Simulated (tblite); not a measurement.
Run record: molecular-dynamics run, `c1(F)c[nH]nc1C(F)(F)F`.

Computed with GFN2-xTB (tblite), gas phase: Langevin dynamics at 600 K from the optimised GFN2-xTB geometry, time step 0.5 fs, friction 0.01 fs⁻¹, 2000 steps. The input is one job of a driver script: a line of settings, then coordinates in Å. «temperature» is in K, «steps» counts time steps and «every» is the stride of the printed frames; «frames» go on to single points.

Command:
```bash
OMP_NUM_THREADS=1 python probes_run.py task.json out
```

Input:
```
{"job": {"kind": "md", "xc": "GFN2-xTB", "basis": "xTB", "temperature": 600, "steps": 2000, "every": 50, "frames": 5}, "charge": 0, "multiplicity": 1}
F      0.013476     2.231366     0.230705
C     -0.417648     0.981338     0.122769
C     -1.724847     0.546294     0.144748
N     -1.658005    -0.792845     0.001282
N     -0.424530    -1.239439    -0.109097
C      0.364580    -0.178538    -0.038673
C      1.850600    -0.279121    -0.127567
F      2.337669     0.402597    -1.178344
F      2.453270     0.227305     0.961298
F      2.272373    -1.537896    -0.254281
H     -2.641407     1.086926     0.249299
H     -2.424332    -1.448673    -0.028164
```

Output:
```
t/fs     T/K      E/eV
    0.0   523.0   -934.61416
   25.0   430.3   -934.18149
   50.0   493.2   -934.12291
   75.0   413.5   -934.11789
  100.0   272.5   -933.93378
  125.0   459.6   -934.27142
  150.0   342.3   -934.21781
  175.0   445.5   -934.17558
  200.0   334.2   -933.89950
  225.0   448.9   -934.07022
  250.0   409.1   -933.97275
  275.0   590.5   -934.09082
  300.0   474.2   -934.02616
  325.0   483.2   -933.80656
  350.0   416.5   -933.51533
  375.0   390.1   -933.63403
  400.0   575.5   -933.49909
  425.0   520.4   -933.44970
  450.0   629.1   -933.48360
  475.0   617.4   -933.87085
  500.0   840.1   -934.22532
  525.0   682.4   -934.07963
  550.0   332.0   -933.90285
  575.0   579.4   -934.05808
  600.0   418.4   -933.64153
  625.0   514.2   -933.78012
  650.0   589.4   -933.71956
  675.0   693.1   -933.77980
  700.0   702.2   -933.85289
  725.0   675.4   -933.38788
  750.0   912.8   -934.09964
  775.0   644.8   -933.79173
  800.0   714.4   -933.81362
  825.0   616.8   -933.78399
  850.0   581.6   -933.82635
  875.0   642.2   -933.34876
  900.0   594.7   -933.55183
  925.0   547.3   -933.40761
  950.0   570.2   -933.43593
  975.0   445.7   -933.73936
 1000.0   478.0   -934.11411
```

E is the potential energy; T comes from the kinetic energy over all 3N coordinates.

Sum up the printed frames.

41 frames over 1000 fs. T runs from 272 K (100 fs) to 913 K (750 fs), with a mean of 538 K over all frames and 608 K from 500 fs on. E starts at -934.614 eV, peaks 1.265 eV above that at 875 fs, and averages 0.836 eV above it from 500 fs on.

Give the last frame.

0.22 Å rms from the start after alignment:
```
atom  x, y, z in Å
F1      0.426    0.983    1.810
C2     -0.187   -0.035    1.248
C3     -1.337   -0.648    1.740
N4     -1.626   -1.679    0.991
N5     -0.721   -1.859    0.067
C6      0.254   -0.851    0.232
C7      1.337   -0.828   -0.741
F8      1.259   -0.058   -1.816
F9      2.513   -0.501   -0.092
F10     1.491   -2.023   -1.280
H11    -2.004   -0.394    2.590
H12    -2.486   -2.248    1.063
```

Estimate the wall time. Hardware: an Arm Neoverse V2 with one thread (shared host). And the peak memory of the process?

About 8.8 s, with 0.18 GiB resident at the peak, the Python interpreter and its libraries included.
